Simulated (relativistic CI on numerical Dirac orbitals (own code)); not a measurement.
From line strength to rate: Hg 4358.33 Å (air)

Problem. For 5d10 6s 6p 3P°_1 – 5d10 6s 7s 3S_1 of Hg a semi-empirical relativistic CI calculation gives the line strength S = 7.635 e²a₀² in the length gauge. The measured levels are 39412.30 and 62350.46 cm⁻¹ (NIST Handbook). Find gf, f, A and the partial lifetime.

Working.
1. σ = 62350.46 − 39412.30 = 22938.16 cm⁻¹, so the vacuum wavelength is 10⁸/σ = 4359.55 Å.
2. gf = 303.756 S/λ(Å) = 0.532, log gf = -0.274; with g = 3 for the lower level, f = 0.177.
3. A = 2.02613 × 10¹⁸ S/(g_u λ³) with g_u = 3: A = 6.22 × 10^7 s⁻¹.
4. The partial lifetime for this S is 1/A = 16.1 ns; in the calculation this line carries 38 % of the decay of the upper level.

Check. The Handbook lists A = 5.57 × 10^7 s⁻¹, a tabulated value with its own uncertainty (a few per cent for the best lines, 25 % or more for others); ours lies 12 % above it. The velocity form of the same calculation gives S = 4.67, and the gap between the two forms is a rough gauge of the error in S. With the computed energy (21562 cm⁻¹) in place of the measured one the rate would change by the factor (σ_calc/σ)³ = 0.83.
